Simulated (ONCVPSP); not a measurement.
**Configuration tests for iodine (I) (ONCV)**

ONCVPSP 4.0.1 input, shortened (lines: element, Z, core and valence counts, functional; n l f; lmax; l rc ep ncon nbas qcut; lloc lpopt rc5 dvloc0; l nproj debl; icmod fcfact rcfact), BLYP, scalar-relativistic:

```
  I 53.00    8    3  -106131      upf
    1    0    2.00
    2    0    2.00
    2    1    6.00
    3    0    2.00
    3    1    6.00
    3    2   10.00
    4    0    2.00
    4    1    6.00
    4    2   10.00
    5    0    1.50
    5    1    5.50
    3
    0    1.70    0.00    5    8    4.60
    1    1.70    0.00    4    7    5.60
    2    1.35    0.00    4    8   10.60
    3    1.60    0.05    4    8    6.70
    4    5    1.00    0.00
    0    2    3.50
    1    2    0.40
    2    2    2.00
    3    2    3.20
    3    2.75    1.40
```

Energies are relative to the spin-unpolarised reference configuration 4d10 5s1.5 5p5.5; without spin polarisation the order of configurations can differ from experiment. Not all tests gave a result: 1 of 4 tests not solved or not reliable.

```json
{"valence configuration": "4d10 5s2 5p5", "charge": "0", "ΔE all-electron (eV)": "-5.209", "error AE − PS (meV)": "+0.1"}
{"valence configuration": "4d10 5s2 5p4", "charge": "+1", "ΔE all-electron (eV)": "5.750", "error AE − PS (meV)": "-2.4"}
{"valence configuration": "4d10 5s2 5p3", "charge": "+2", "ΔE all-electron (eV)": "25.442", "error AE − PS (meV)": "-3.7"}
```

Levels in the configuration 4d10 5s2 5p3:

```tsv
level	all-electron (eV)	pseudo (eV)
4d	-70.332	-70.230
5s	-35.887	-35.877
5p	-24.345	-24.337
```

Note: ghosts flagged at negative energy: s at -147.8 eV, p at -777.2 eV, p at -94.6 eV; GHOST(+) flagged for s at 284.5 eV. A true bound ghost makes a file unfit for plane-wave use.
